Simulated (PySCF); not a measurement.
C₆H₁₀O₂.
Geometry (GFN2-xTB, Å), atoms numbered from 1 in this order:
```
atom  x, y, z in Å
O1     2.619    0.002    0.417
C2     1.419   -0.741    0.337
C3     0.482   -0.030   -0.643
C4     0.019    1.321   -0.062
C5    -1.324    1.024    0.569
O6    -1.365   -0.112    1.390
C7    -1.816   -0.260    0.072
C8    -0.803   -0.847   -0.888
H9     3.187   -0.396    1.084
H10    0.936   -0.813    1.319
H11    1.628   -1.757   -0.029
H12    1.039    0.122   -1.569
H13    0.746    1.701    0.653
H14   -0.119    2.064   -0.849
H15   -1.979    1.839    0.854
H16   -2.868   -0.488   -0.049
H17   -1.165   -0.711   -1.907
H18   -0.644   -1.910   -0.712
```

The calculation used PySCF 2.14.0, density-fitted response routines, TDDFT wB97X-D/def2-SVPD, vertical, gas phase, core orbitals frozen in the response.

Ground-to-excited transition dipoles (e·a0, same axes as the geometry; the sign carries no meaning), for the states with f of 0.002 or more among the lowest 7:

```csv
state,E (eV),μx,μy,μz
S1,7.168,-0.092,0.051,0.075
S2,7.920,0.164,-0.053,0.188
S3,8.397,0.078,-0.158,-0.108
S4,8.473,0.415,-0.022,0.012
S5,8.563,0.238,-0.412,-0.014
S6,8.597,0.137,-0.289,0.102
S7,8.747,0.115,-0.048,-0.126
```

Problem. Work out the oscillator strengths.

Solution. f = (2/3) ΔE |μ|² with ΔE in hartree (27.2114 eV).

```
state  |μ|² (au)  |μ| (D)      f
   S1      0.017     0.33  0.003
   S2      0.065     0.65  0.013
   S3      0.043     0.53  0.009
   S4      0.173     1.06  0.036
   S5      0.227     1.21  0.048
   S6      0.113     0.85  0.024
   S7      0.031     0.45  0.007
```

Problem. Which bond between heavy atoms lies closest to the direction of the S5 transition dipole?

Solution. C3–C4, at 23° from it; next C2–C3 and C7–C8 at 46°.

Problem. What angle do the transition dipoles of S2 and S4 make?

Solution. |cos θ| = |μa·μb| / (|μa| |μb|) = 0.67, so θ ≈ 48° (taken between 0 and 90°, since the signs are arbitrary).

Problem. How is the summed strength of these states shared among x, y and z?

Solution. (2/3) Σ ΔE μα² gives 0.062 for x, 0.060 for y and 0.016 for z, 0.138 in all.

Problem. What peak molar absorption coefficient would the strongest computed level give as a lone Gaussian band 0.4 eV wide at half height?

Solution. ε(max) = 2.175×10⁸ f / FWHM, with the width in cm⁻¹. S5: 2.175×10⁸ × 0.0476 / 3226 ≈ 3200 L mol⁻¹ cm⁻¹.

Time: 50 s. Hardware: x86-64 server, one thread, shared host.

One conformer stands for the species.

Without π bonds the low states may be Rydberg-like; a valence basis with one diffuse set may place them up to an eV too high.
